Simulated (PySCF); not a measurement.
# Al (aluminium, neutral) across methods

[Ne] 3s2 4s1, 2S determinant (an excited configuration). All numbers are calculated (PySCF 2.14, scalar relativity by spin-free X2C-1e, in aug-cc-pVQZ-DK (7s6p4d3f2g, 84 functions)). The B2PLYP total includes its PT2 part (frozen core); its orbital energies are those of the SCF part.

```tsv
method	E (hartree)	mean ε 3s α (eV)	mean ε 3s β (eV)	mean ε 4s α (eV)	Σ⟨r²⟩ (bohr²)	⟨S²⟩
UHF	-242.20611	-13.882	-13.664	-2.612	78.22	0.750
PBE	-242.5602	-10.772	-10.689	-1.785	76.09	0.750
CAM-B3LYP	-242.6979	-13.033	-12.937	-2.373	75.02	0.750
B2PLYP	-242.5797	-12.535	-12.408	-2.146	76.22	0.750
r2SCANh	-242.6510	-11.255	-11.206	-1.851	75.58	0.751
PBE0	-242.5780	-11.754	-11.650	-2.070	76.50	0.750
r2SCAN	-242.6521	-10.892	-10.866	-1.745	75.78	0.751
BP86	-242.7169	-10.868	-10.802	-1.827	74.81	0.750
LDA	-241.6371	-10.842	-10.753	-1.732	74.15	0.750
```

The outer electron is Rydberg-like, and this basis confines it to a smaller radius and binds it less than a complete one would.
